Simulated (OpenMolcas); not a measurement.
Computed transition rates of Fe5+

```yaml
Program: OpenMolcas 26.06
Method: "MS-RASPT2, IPEA 0.25 Eh, imaginary shift 0.1 Eh (closed shells correlated: 3s)"
Basis: ANO-RCC-VQZP [7s6p4d3f2g1h]
Scalar_Hamiltonian: DKH2, point nucleus
Active_space: 9 electrons in 8 orbitals (RAS1 3p, at most 2 holes; RAS2 3d)
State_averaging: 2S+1 = 4 even, 10 roots; 2S+1 = 2 even, 40 roots
Spin-orbit_coupling: RASSI with atomic mean-field integrals over the reference wave functions, term energies averaged over their components
```

Rates come from the transition moments of the reference wave functions (E1 and E2 in the length form). At fixed line strength A goes as λ^-3 for E1 and M1 and as λ^-5 for E2, so a rate at the computed wavelength can be rescaled to the measured one. Measured vacuum wavelengths follow from level energies in Corliss and Sugar, J. Phys. Chem. Ref. Data 11, 135 (1982). Branching counts decays inside the model space alone, at computed energies, and the table is only a selection of the E2 and M1 lines, drawn from those between levels with measured partners whose computed energy lies within a factor of 1.5 of the measured one.

```json
{"Upper": "3d³ ²D_3/2(2)", "Lower": "3d³ ²G_7/2", "Type": "E2", "λ computed (nm)": "189.1", "λ measured (nm)": "194.4", "A computed (s-1)": "1.31e+01", "A rescaled (s-1)": "1.14e+01", "Branching %": "64.8"}
{"Upper": "3d³ ²D_5/2(2)", "Lower": "3d³ ²G_9/2", "Type": "E2", "λ computed (nm)": "193", "λ measured (nm)": "198.4", "A computed (s-1)": "1.11e+01", "A rescaled (s-1)": "9.67e+00", "Branching %": "55.7"}
{"Upper": "3d³ ²D_5/2(1)", "Lower": "3d³ ⁴F_7/2", "Type": "M1", "λ computed (nm)": "353.8", "λ measured (nm)": "366.4", "A computed (s-1)": "1.06e+00", "A rescaled (s-1)": "", "Branching %": "77.1"}
{"Upper": "3d³ ²D_3/2(1) [68 %]", "Lower": "3d³ ⁴F_5/2", "Type": "M1", "λ computed (nm)": "346.1", "λ measured (nm)": "355.7", "A computed (s-1)": "8.48e-01", "A rescaled (s-1)": "", "Branching %": "52.8"}
{"Upper": "3d³ ²G_9/2", "Lower": "3d³ ⁴F_9/2", "Type": "M1", "λ computed (nm)": "510.9", "λ measured (nm)": "517.7", "A computed (s-1)": "5.79e-01", "A rescaled (s-1)": "", "Branching %": "70.4"}
{"Upper": "3d³ ²D_3/2(1) [68 %]", "Lower": "3d³ ⁴F_3/2", "Type": "M1", "λ computed (nm)": "339.8", "λ measured (nm)": "349.3", "A computed (s-1)": "4.69e-01", "A rescaled (s-1)": "", "Branching %": "29.2"}
{"Upper": "3d³ ²P_3/2 [66 %]", "Lower": "3d³ ⁴F_5/2", "Type": "M1", "λ computed (nm)": "379.5", "λ measured (nm)": "389.1", "A computed (s-1)": "3.91e-01", "A rescaled (s-1)": "", "Branching %": "37.3"}
{"Upper": "3d³ ²P_1/2", "Lower": "3d³ ⁴P_1/2", "Type": "M1", "λ computed (nm)": "1329", "λ measured (nm)": "1289", "A computed (s-1)": "3.40e-01", "A rescaled (s-1)": "", "Branching %": "98.4"}
{"Upper": "3d³ ²G_9/2", "Lower": "3d³ ⁴F_7/2", "Type": "M1", "λ computed (nm)": "489.1", "λ measured (nm)": "496.9", "A computed (s-1)": "2.38e-01", "A rescaled (s-1)": "", "Branching %": "29.0"}
{"Upper": "3d³ ²F_7/2", "Lower": "3d³ ²G_7/2", "Type": "M1", "λ computed (nm)": "380.2", "λ measured (nm)": "390.6", "A computed (s-1)": "2.37e-01", "A rescaled (s-1)": "", "Branching %": "24.6"}
{"Upper": "3d³ ²G_7/2", "Lower": "3d³ ⁴F_7/2", "Type": "M1", "λ computed (nm)": "507", "λ measured (nm)": "514.7", "A computed (s-1)": "2.36e-01", "A rescaled (s-1)": "", "Branching %": "50.2"}
{"Upper": "3d³ ²G_7/2", "Lower": "3d³ ⁴F_5/2", "Type": "M1", "λ computed (nm)": "489.2", "λ measured (nm)": "497.4", "A computed (s-1)": "2.21e-01", "A rescaled (s-1)": "", "Branching %": "46.9"}
{"Upper": "3d³ ²F_5/2", "Lower": "3d³ ⁴F_3/2", "Type": "M1", "λ computed (nm)": "210.1", "λ measured (nm)": "214.6", "A computed (s-1)": "2.07e-01", "A rescaled (s-1)": "", "Branching %": "27.3"}
{"Upper": "3d³ ²H_9/2", "Lower": "3d³ ²G_9/2", "Type": "M1", "λ computed (nm)": "1369", "λ measured (nm)": "1350", "A computed (s-1)": "1.89e-01", "A rescaled (s-1)": "", "Branching %": "60.7"}
{"Upper": "3d³ ²H_9/2", "Lower": "3d³ ²G_7/2", "Type": "M1", "λ computed (nm)": "1246", "λ measured (nm)": "1233", "A computed (s-1)": "1.12e-01", "A rescaled (s-1)": "", "Branching %": "36.0"}
{"Upper": "3d³ ²H_11/2", "Lower": "3d³ ²G_9/2", "Type": "M1", "λ computed (nm)": "1278", "λ measured (nm)": "1268", "A computed (s-1)": "1.06e-01", "A rescaled (s-1)": "", "Branching %": "97.4"}
{"Upper": "3d³ ⁴P_1/2", "Lower": "3d³ ⁴F_3/2", "Type": "E2", "λ computed (nm)": "513.5", "λ measured (nm)": "533.7", "A computed (s-1)": "6.72e-02", "A rescaled (s-1)": "5.54e-02", "Branching %": "63.4"}
{"Upper": "3d³ ⁴P_5/2", "Lower": "3d³ ⁴F_9/2", "Type": "E2", "λ computed (nm)": "549.3", "λ measured (nm)": "567.9", "A computed (s-1)": "5.73e-02", "A rescaled (s-1)": "4.85e-02", "Branching %": "60.3"}
{"Upper": "3d³ ⁴P_3/2", "Lower": "3d³ ⁴F_7/2", "Type": "E2", "λ computed (nm)": "543.1", "λ measured (nm)": "563.3", "A computed (s-1)": "4.27e-02", "A rescaled (s-1)": "3.56e-02", "Branching %": "43.7"}
{"Upper": "3d³ ⁴P_1/2", "Lower": "3d³ ⁴F_5/2", "Type": "E2", "λ computed (nm)": "527.9", "λ measured (nm)": "548.6", "A computed (s-1)": "3.86e-02", "A rescaled (s-1)": "3.18e-02", "Branching %": "36.4"}
{"Upper": "3d³ ⁴P_3/2", "Lower": "3d³ ⁴F_5/2", "Type": "E2", "λ computed (nm)": "522.8", "λ measured (nm)": "542.6", "A computed (s-1)": "3.71e-02", "A rescaled (s-1)": "3.08e-02", "Branching %": "38.0"}
{"Upper": "3d³ ⁴P_5/2", "Lower": "3d³ ⁴F_7/2", "Type": "E2", "λ computed (nm)": "524.1", "λ measured (nm)": "542.8", "A computed (s-1)": "2.32e-02", "A rescaled (s-1)": "1.95e-02", "Branching %": "24.4"}
{"Upper": "3d³ ⁴F_9/2", "Lower": "3d³ ⁴F_7/2", "Type": "M1", "λ computed (nm)": "11420", "λ measured (nm)": "12310", "A computed (s-1)": "1.82e-02", "A rescaled (s-1)": "1.45e-02", "Branching %": "100.0"}
{"Upper": "3d³ ⁴F_7/2", "Lower": "3d³ ⁴F_5/2", "Type": "M1", "λ computed (nm)": "13950", "λ measured (nm)": "14770", "A computed (s-1)": "1.60e-02", "A rescaled (s-1)": "1.35e-02", "Branching %": "100.0"}
{"Upper": "3d³ ⁴F_5/2", "Lower": "3d³ ⁴F_3/2", "Type": "M1", "λ computed (nm)": "18750", "λ measured (nm)": "19560", "A computed (s-1)": "6.56e-03", "A rescaled (s-1)": "5.78e-03", "Branching %": "100.0"}
```

Spin-changing lines and M1 lines between different terms are not rescaled, since their strength hangs on the term gaps too.

The largest correction is for 3d³ ⁴F_9/2 → 3d³ ⁴F_7/2 (M1): 1.82e-02 × (11420 / 12310)^3 = 1.45e-02 s-1, a factor of 0.80.

The computed rate and branching of 3d³ ⁴F_5/2 → 3d³ ⁴F_3/2 give the upper level a radiative lifetime of 1.000 / 6.56e-03 s-1 = 1.52e+02 s, counting decays inside the model space alone. The rescaled rate gives about 1.7e+02 s.

The computed order of these levels differs from the measured one in 2 places, and where term gaps are wrong the rates of spin-changing lines can be off by large factors.

These are rates of the free ion; in crystals, glasses and complexes forced electric-dipole and non-radiative decay shorten such lifetimes by orders of magnitude. No measured rate stands beside these. Rescaling mends the energy factor alone: line strengths can still be far off where a level mixes with configurations outside the active space, and weak or spin-changing lines hang on small mixing coefficients that depend on the term gaps too, so rescaling need not improve them.

CASPT2 breaks the degeneracy within a term, and the mean is taken; among the terms shown or strongly mixed into the levels shown the widest spread is 1400 cm-1 (3d³ ⁴F). Active for correlation alone: 3p; no level in the range computed is led by a configuration that opens it, so any true level of that kind is missing. The CASPT2 spread within a term exceeds the gap to the next term for 3d³ ²D(1) and 3d³ ²H, so the order of their levels is uncertain. Computed and measured levels are paired by configuration, term and J; levels that our copy of the source lacks, or whose pairing is in doubt (as where it misses far off the trend of its configuration), stay unpaired. Levels of configurations outside the active space are missing.

A share in square brackets marks a mixed level and gives the weight of the term that names it. A number in round brackets counts repeated terms of one configuration in the order of the reference energies.
